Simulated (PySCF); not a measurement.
HNaO, singlet, geometry from GFN2-xTB (such geometries of metal compounds can be far from the true shape). Base run: B3LYP/def2-SVP (PySCF).

Here is a job for PySCF.
```python
from pyscf import gto, scf, dft

mol = gto.Mole()
mol.atom = '''
    Na   -0.60708701   -0.34567032   -0.49916222
    O     0.68596288    0.34473088    0.56471073
    H     1.19025406    1.04452643    0.97309857
'''
mol.basis = 'def2-svp'
mol.verbose = 4
mol.build()

mf = dft.RKS(mol)
mf.xc = 'b3lyp'
mf.kernel()
mo_i, mo_e, stable_i, stable_e = mf.stability(internal=True, external=True, return_status=True, nroots=6, tol=1e-6)
print('internally stable:', stable_i, ' externally stable:', stable_e)
if not stable_e:
    umf = mf.to_uhf() if not hasattr(mf, 'xc') else mf.to_uks()
    umf.scf_summary = {}
    umf.kernel(umf.make_rdm1(mo_e, umf.mo_occ))
```

The bond that is stretched is that between atoms 1 and 2. A test that says stable can miss a lower solution.

Each row names what was changed in the base input (with any setting that the change needs).

```json
[
 {"change": "base", "ΔE vs base (eV)": "0.00", "<S^2>": "0.000", "E after following the instability (Eh)": "-", "<S^2> there": "-", "HOMO-LUMO gap (eV)": "3.44", "stability test says": "stable", "outcome": "converged"},
 {"change": "bond × 1.25", "ΔE vs base (eV)": "0.36", "<S^2>": "0.000", "E after following the instability (Eh)": "-", "<S^2> there": "-", "HOMO-LUMO gap (eV)": "2.24", "stability test says": "stable", "outcome": "converged"},
 {"change": "bond × 1.5", "ΔE vs base (eV)": "1.36", "<S^2>": "0.000", "E after following the instability (Eh)": "-237.95852", "<S^2> there": "0.14", "HOMO-LUMO gap (eV)": "1.44", "stability test says": "external instability", "outcome": "converged"},
 {"change": "bond × 1.8", "ΔE vs base (eV)": "2.30", "<S^2>": "0.000", "E after following the instability (Eh)": "-237.93090", "<S^2> there": "0.48", "HOMO-LUMO gap (eV)": "1.08", "stability test says": "external instability", "outcome": "converged"},
 {"change": "bond × 2.2", "ΔE vs base (eV)": "-", "<S^2>": "-", "E after following the instability (Eh)": "-", "<S^2> there": "-", "HOMO-LUMO gap (eV)": "-", "stability test says": "-", "outcome": "not converged"},
 {"change": "bond × 3.0", "ΔE vs base (eV)": "-", "<S^2>": "-", "E after following the instability (Eh)": "-", "<S^2> there": "-", "HOMO-LUMO gap (eV)": "-", "stability test says": "-", "outcome": "not converged"}
]
```

Where a bond breaks into two radicals, a solution with restricted orbitals usually stops being the lowest and lies too high; an unrestricted one lies lower at the price of spin contamination, which <S^2> shows.
